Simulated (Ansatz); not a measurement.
```yaml
crystal:
  periodic: [false, false, false]
  atoms:
    - {symbol: B, position_ang: [-0.205077, 1.341834, -0.616437]}
    - {symbol: C, position_ang: [0.491363, -0.091235, -0.485054]}
    - {symbol: In, position_ang: [0.376587, -1.232576, 1.295860]}
    - {symbol: I, position_ang: [-1.470811, -0.798267, -1.327546]}
    - {symbol: H, position_ang: [-0.050084, 2.125248, -1.611659]}
    - {symbol: H, position_ang: [-0.854588, 1.704506, 0.196826]}
    - {symbol: H, position_ang: [1.072622, -0.301994, -1.419925]}
    - {symbol: H, position_ang: [1.151959, -2.829398, 1.312445]}
    - {symbol: H, position_ang: [-0.423365, -0.386739, 2.666160]}
basis:
  gaussian: {orbitals: def2-SVPD}
hamiltonian: {xc: {name: HF}}
correlation: {active_space: {window: {electrons: 3, orbitals: 2}}}
output: {forces: true}
```

```sh
$ ansatz run in.yaml --threads 4 --pin off --events-out ev --progress --plain --max-ram 10444MiB
```

It prints (some lines left out):

```
Functional definition: HF
1665 factors; integrals over basis functions are off by at most 1.0e-3 eV
mean field evaluation 1: about -14997.1611 eV, gradient 2.0e1 eV
mean field evaluation 2: about -14997.3261 eV, gradient 2.0e1 eV
mean field evaluation 4: about -14998.9519 eV, gradient 3.5e0 eV
mean field evaluation 8: about -14999.0005 eV, gradient 1.6e-1 eV
mean field -14999.00074827 eV, -551.2031108112 hartree, gradient 2.9e-6 eV, S^2 0.000000; 0 other end points of the search recorded, 0 dependent functions left out
reference -14999.00074827 eV, -551.2031108112 hartree; 31, 31 occupied and 116, 116 virtual orbitals, 1665 factors
Error: 3 electrons in 2 orbitals form no window around the highest filled level of the reference
```

(1) Something in this input is off. What?

## Answers

(1) The active space doesn't fit the electrons. The run stopped with an error.
